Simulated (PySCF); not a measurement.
CH4O4, SMILES OC(O)(O)O. Geometry: B3LYP-D3(BJ)/def2-SVP. The values are those of a single conformer.

Computed equilibrium geometry at B3LYP-D3(BJ)/def2-SVP (PySCF confirms it by a frequency run) as bond lengths and angles, and its point group (one conformer of several):
point group S4.
Atoms: O1 C2 O3 O4 O5 H6 H7 H8 H9. Bonds (Å): O1–C2 1.386, O1–H6 0.968, C2–O3 1.386, C2–O4 1.386, C2–O5 1.386, O3–H7 0.968, O4–H8 0.968, O5–H9 0.968. Bond angles (°): C2–O1–H6 107.0, O1–C2–O3 107.3, O1–C2–O4 107.3, O1–C2–O5 114.0, O3–C2–O4 114.0, O3–C2–O5 107.3, O4–C2–O5 107.3, C2–O3–H7 107.0, C2–O4–H8 107.0, C2–O5–H9 107.0.
